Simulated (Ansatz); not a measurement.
`CC(C)(C)[Se][Si](C)(C)C` → 7 C• + 18 H• + Se• + Si•  (atomization)

Calculated with Ansatz (gas phase, PBE0-D4/def2-TZVP geometries, no zero-point term in ΔE). CBS: MP2 limit from def2 TZ/QZ plus the TZ coupled-cluster correction, frozen cores. This one scheme is used for every species, atoms too. Functionals use def2-TZVPP. No spin–orbit coupling; open shells (•) take unrestricted orbitals. Spin–orbit coupling would lower the free atoms: a little for C, Si; clearly for Se. For Se outer-core shells are correlated without core-valence functions, so the limit isn't a true one: a few kJ/mol of doubt a bond, and 10 to 20 or more in all where bonds break to atoms. Scalar relativity is left out up to krypton. One conformer a species, not always the lowest.

`CC(C)(C)[Se][Si](C)(C)C`:

```xyz
27

C    -2.193   -1.929    1.313
C    -1.045   -1.397    0.469
C     0.057   -2.437    0.365
C    -1.547   -0.996   -0.905
Se   -0.370    0.189    1.485
Si    0.890    1.413    0.015
C     2.145    0.379   -0.916
C     1.767    2.615    1.150
C    -0.164    2.370   -1.203
H    -1.861   -2.185    2.321
H    -2.999   -1.197    1.394
H    -2.596   -2.835    0.849
H     0.420   -2.727    1.353
H    -0.330   -3.334   -0.134
H     0.906   -2.070   -0.212
H    -2.000   -1.866   -1.395
H    -0.736   -0.647   -1.547
H    -2.301   -0.210   -0.841
H     1.675   -0.305   -1.626
H     2.806    1.041   -1.485
H     2.758   -0.207   -0.230
H     2.372    3.313    0.562
H     1.053    3.200    1.734
H     2.427    2.092    1.845
H    -0.705    1.713   -1.887
H    -0.898    2.982   -0.673
H     0.467    3.034   -1.801
```

```tsv
level	ΔE (kJ/mol)
BLYP-D4	10321.5
PBE0-D4	10449.6
BHLYP-D4	10198.4
B2PLYP	10271.7
```

**Question.** What does CCSD(T)/CBS give? (An estimate is asked.)

**Answer.** The calculation gave: +10408.3 kJ/mol. The listed levels differ from it by -86.8, 41.3, -209.9, -136.6 kJ/mol.

Largest T1 diagnostic among the species: 0.012.

The D4 term adds +125.6 kJ/mol with B3LYP and +68.5 kJ/mol with PBE0; it sums over pairs of atoms, weighted by their polarisabilities, and B3LYP, whose exchange is more repulsive, gets the larger term. From PBE to PBE0 (25 % exact exchange), in def2-TZVPP and without D4, ΔE moves by −81.5 kJ/mol: exact exchange takes away binding that semilocal exchange gives to molecules.

B3LYP here is the variant with VWN-RPA as its local correlation; programs differ in this.

For atomizations the MP2-based limit and the directly extrapolated one differ by several kJ/mol either way, and by 10 to 25 for some Ge, Se and Sn compounds, so smaller differences from it don't rank the levels.
